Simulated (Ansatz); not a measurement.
This geometry of CH7BFGeNO (13 atoms, charge 0, multiplicity 1) is a first-order saddle point.

Level of theory: RKS PBE0/def2-SVP in Ansatz 0.2.0.

```xyz
13
Properties=species:S:1:pos:R:3
C -0.885 -1.471 0.800
Ge 0.056 -0.287 -0.420
N 1.844 -0.555 -0.176
F -0.397 -0.873 -2.028
B -0.440 1.730 -0.387
O -0.146 2.429 0.724
H -0.549 -2.509 0.651
H -1.968 -1.433 0.618
H -0.686 -1.179 1.841
H 2.466 0.022 -0.734
H 2.154 -1.521 -0.232
H -1.007 2.261 -1.322
H -0.422 3.352 0.680
```

(1) Which two structures does it join? (They come from a converged band through this point; their orientation in space is the band's.)

(2) How far does it lie above each of them?

Results:

(1) No bond is made or broken. The height of N3 over the plane of its neighbours goes from -0.30 to -0.30 Å.

First end point:

```xyz
13
Properties=species:S:1:pos:R:3
C -1.162 -1.505 0.679
Ge 0.024 -0.312 -0.288
N 1.728 -0.585 0.288
F -0.126 -0.843 -1.975
B -0.381 1.724 -0.336
O 0.682 2.550 -0.327
H -0.844 -2.549 0.539
H -2.191 -1.405 0.304
H -1.151 -1.276 1.755
H 2.425 0.044 -0.102
H 2.078 -1.538 0.259
H -1.508 2.176 -0.398
H 0.446 3.484 -0.382
```

Last end point:

```xyz
13
Properties=species:S:1:pos:R:3
C -0.886 -1.432 0.798
Ge 0.152 -0.282 -0.368
N 1.922 -0.578 -0.048
F -0.239 -0.831 -2.009
B -0.218 1.759 -0.368
O -1.307 2.200 0.289
H -0.605 -2.485 0.648
H -1.957 -1.321 0.579
H -0.712 -1.165 1.851
H 2.570 -0.052 -0.628
H 2.220 -1.549 -0.016
H 0.507 2.544 -0.949
H -1.427 3.156 0.235
```

(2) 4.4 kJ/mol above the first and 5.3 kJ/mol above the second. This is the barrier of this one path; another mechanism may lie lower.

The run took 2.2 min on 2 threads of Arm Neoverse V2, with other jobs on the host, peak memory 0.42 GiB.
